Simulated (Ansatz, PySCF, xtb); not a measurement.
Gas-phase reaction in SMILES: F[Si](F)(I)I [difluoro(diiodo)silane] + 4 [H][H] (H2) -> 2 F (HF) + 2 I (HI) + [SiH4] (SiH4)
Each molecule is optimised on its own at B3LYP-D3(BJ)/def2-TZVP (Ansatz, a program for electronic structure).
Geometry of the first species:
```
Si
F 1 1.5839
F 1 1.5839 2 106.82
I 1 2.4180 2 109.00 3 -117.64
I 1 2.4180 2 109.00 3 117.64
```

Wanted: energy of full hydrogenation (0 K, with B3LYP-D3(BJ) harmonic zero-point energies from PySCF), in kcal/mol. Cores are frozen in the correlated levels unless marked. No spin-orbit coupling. Frozen are the shells of the preceding noble gas and the d and f shells that filled before the atom's block. Past Kr the def2 sets carry scalar-relativistic core potentials. CBS(X,Y): correlation extrapolated as X^-3; Hartree-Fock from the larger set.

```csv
level,program,energy of full hydrogenation (kcal/mol)
GFN1-xTB,xtb,91.9
HF/def2-SVP,Ansatz,66.1
HF/def2-SVPD,Ansatz,59.3
SVWN5/def2-TZVPD,Ansatz,88.2
B3LYP-D3(BJ)/def2-TZVPD,Ansatz + dftd3,91.3
BHLYP-D4/def2-TZVPD,Ansatz + dftd4,92.6
BHLYP/def2-TZVPD,Ansatz,85.7
CAM-B3LYP/def2-TZVPD,Ansatz,85.5
wB97X-V/def2-TZVPD,Ansatz,90.2
B2GP-PLYP-D4/def2-TZVPD,Ansatz + dftd4,94.0
MP2/def2-TZVPP,Ansatz,94.2
RI-MP2/def2-QZVPPD,Ansatz,96.8
CCSD/def2-QZVPPD,Ansatz,87.1
CCSD(T)/def2-TZVPPD,Ansatz,86.1
"CCSD(T)/CBS(def2-TZVPPD,def2-QZVPPD)",Ansatz,91.9
```
